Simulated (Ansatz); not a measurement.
Abridged output of a molecular run in Ansatz:

```
Functional definition: HF
2424 factors; integrals over basis functions are off by at most 7.7e-4 eV
mean field evaluation 1: about -26644.2370 eV, gradient 5.1e1 eV
mean field evaluation 2: about -26644.3681 eV, gradient 5.1e1 eV
mean field evaluation 4: about -26648.7947 eV, gradient 3.0e0 eV
mean field evaluation 8: about -26648.8327 eV, gradient 2.6e-1 eV
mean field -26648.83293441 eV, -979.3265471117 hartree, gradient 2.2e-6 eV, S^2 0.000000; 0 other end points of the search recorded, 0 dependent functions left out
13 core orbitals not correlated: weight in the atoms' cores, before any rotation towards them, 1.000 or more for the frozen orbitals, at most 0.000 for the correlated occupied ones
reference -26648.83293441 eV, -979.3265471117 hartree; 16, 16 occupied and 372, 372 virtual orbitals, 2424 factors
second order -29.75372332 eV of doubles, -0.00000000 eV of singles
cycle   1  -29.61072616 eV  change    1.4e-1 eV  update   9.6e-2
cycle   2  -30.15449261 eV  change   -5.4e-1 eV  update   2.7e-2
cycle   3  -30.27417600 eV  change   -1.2e-1 eV  update   1.3e-2
cycle   4  -30.25821516 eV  change    1.6e-2 eV  update   2.7e-3
cycle   5  -30.25673742 eV  change    1.5e-3 eV  update   1.1e-3
cycle   6  -30.25740524 eV  change   -6.7e-4 eV  update   3.1e-4
cycle   7  -30.25720311 eV  change    2.0e-4 eV  update   1.1e-4
cycle   8  -30.25714630 eV  change    5.7e-5 eV  update   3.2e-5
cycle   9  -30.25715822 eV  change   -1.2e-5 eV  update   1.2e-5
perturbative correction -1.17479053 eV, -0.0431727556 hartree
Total energy: -26680.26488316 eV, -980.4816499230 hartree
```

Its atoms:

Z-matrix (Å, degrees):
```
Si
O 1 1.621
F 1 1.586 2 112.4
N 1 1.690 2 111.6 3 -118.2
Cl 1 2.035 2 104.7 3 115.2
H 2 0.959 1 116.3 3 70.8
H 4 1.007 1 120.2 2 -57.7
H 4 1.008 1 119.5 2 157.8
```

**Question.** Which basis set was used?
A. def2-QZVPP
B. cc-pV(D+d)Z
C. def2-SVPD
D. cc-pV(T+d)Z

**Answer.** A. It gives 401 functions.

**Question.** Write the keys of the input that set method, charge and spin (a neutral closed shell needs none for the last two).

**Answer.** 
```yaml
correlation: {method: ccsd_t}
```
